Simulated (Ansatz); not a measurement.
Ansatz (an electronic-structure program) input (PBE/LANL2DZ): The .json file is the Basis Set Exchange's LANL2DZ.

Ansatz 0.2 input:
```yaml
crystal:
  periodic: [false, false, false]
  atoms:
    - {symbol: In, position_ang: [-0.00000000, -0.00000000, -2.01644000]}
    - {symbol: O, position_ang: [0.00000000, 0.00000000, 0.00000000]}
    - {symbol: In, position_ang: [0.00000000, 0.00000000, 2.01644000]}
basis:
  gaussian:
    orbitals: LANL2DZ.json
hamiltonian:
  xc: {name: PBE}
output: {forces: true}
```

Output:

```
Functional definition: PBE
integrals: 0.01 GiB planned
377 factors; integrals over basis functions are off by at most 3.9e-4 eV
mean field: 0.06 GiB planned
mean field evaluation 1: about -2136.6296 eV, gradient 7.6e1 eV
mean field evaluation 2: about -1931.3561 eV, gradient 1.8e2 eV
mean field evaluation 4: about -2149.0102 eV, gradient 1.6e1 eV
mean field evaluation 8: about -2149.9728 eV, gradient 8.8e-3 eV
mean field evaluation 16: about -2149.9692 eV, gradient 7.4e-6 eV
mean field -2149.96919822 eV, -79.0099107332 hartree, gradient 7.4e-6 eV, S^2 0.000000; 0 other end points of the search recorded, 0 dependent functions left out
the calculation of the forces begins
reference -2149.96923344 eV, -79.0099120275 hartree; 7, 7 occupied and 18, 18 virtual orbitals, 377 factors
Total energy: -2149.96923344 eV, -79.0099120275 hartree
Atom 0 at    -0.000000    -0.000000    -2.016440 Å, force     0.000000    -0.000000     0.907387 eV/Å
Atom 1 at     0.000000     0.000000     0.000000 Å, force    -0.000000     0.000000     0.000000 eV/Å
Atom 2 at     0.000000     0.000000     2.016440 Å, force     0.000000    -0.000000    -0.907387 eV/Å
Dipole moment:     0.000000     0.000000     0.000000 e Å
```

The geometry given is a B3LYP-D3(BJ)/def2-TZVP minimum.
